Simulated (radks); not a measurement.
Coulomb parameter of the 4f shell of neutral gadolinium in the model configuration [Xe] 4f5.5 5d1 6s2 6p1.5, as a second difference U = [E(n + 0.25) + E(n - 0.25) - 2 E(n)] / (0.25)^2 with all orbitals relaxed. "Bare": the charge of the atom changes with n. "Screened": the 6p shell takes up the change at fixed total charge, which measures U(4f,4f) + U(6p,6p) - 2 U(4f,6p). All-electron calculation, scalar-relativistic Kohn-Sham, PBE, spin-unpolarised, spherical densities, finite nucleus; Fermi nuclear charge, rms radius 5.1569 fm. Program: a radial shooting solver on a logarithmic mesh with Libxc functionals.

case                         configuration  E - E(n) (eV)
start             [Xe] 4f5.5 5d1 6s2 6p1.5          0.000
bare +0.25       [Xe] 4f5.75 5d1 6s2 6p1.5         -5.568
bare -0.25       [Xe] 4f5.25 5d1 6s2 6p1.5          6.595
screened +0.25  [Xe] 4f5.75 5d1 6s2 6p1.25         -5.069
screened -0.25  [Xe] 4f5.25 5d1 6s2 6p1.75          5.720

U(bare) = 16.443 eV, U(screened by 6p) = 10.410 eV, against the Slater integral F0(4f,4f) = 31.794 eV with frozen orbitals. The step up makes a negative ion, whose loosely bound charge lowers the bare value.
